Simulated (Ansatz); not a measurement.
Reaction (isomerisation): `SC1CO[SiH2]1` → `S[SiH]1CCO1`

Program: Ansatz. Geometries: PBE0-D4/def2-TZVP. ΔE: electronic, gas phase. CCSD(T)/CBS adds triple-zeta CCSD(T) − MP2 to the extrapolated MP2 energy (def2 sets, frozen cores). Functionals use def2-TZVPP. One conformer a species, not always the lowest.

`SC1CO[SiH2]1`:

Z-matrix (Å, degrees):
```
C
C 1 1.551
Si 1 2.279 2 54.9
O 1 1.447 2 101.5 3 4.4
H 1 1.093 2 112.0 3 -113.3
H 1 1.093 2 113.7 3 122.0
S 2 1.795 1 118.6 3 122.4
H 2 1.090 1 112.2 3 -113.2
H 3 1.489 1 121.2 2 -94.2
H 3 1.486 1 129.6 2 93.6
H 7 1.344 2 98.0 1 -76.3
```

`S[SiH]1CCO1`:

```xyz
11

S     2.325   -0.326    1.207
Si    0.763   -0.403   -0.237
C    -0.984   -0.363    0.426
C    -1.040    0.971   -0.349
O     0.294    1.045   -0.910
H     3.222   -0.925    0.408
H     1.174   -1.416   -1.242
H    -1.097   -0.264    1.504
H    -1.667   -1.129    0.060
H    -1.215    1.840    0.291
H    -1.775    0.971   -1.158
```

Task: Is it downhill or uphill in electronic energy at CCSD(T)/CBS, and by how much? (Estimate.)

Result: Ansatz gave: Downhill: ΔE = -1.30 eV.

Task: What do these levels give: PBE-D4, PBE0, CCSD(T)/def2-TZVPP, HF/def2-QZVPP, MP2/def2-QZVPP, HF/CBS(def2)? (Best estimate.)

Result: The calculation gave: PBE-D4 -1.31, PBE0 -1.34, CCSD(T)/def2-TZVPP -1.30, HF/def2-QZVPP -1.30, MP2/def2-QZVPP -1.32, HF/CBS(def2) -1.30 eV.

Largest T1 diagnostic among the species: 0.012.
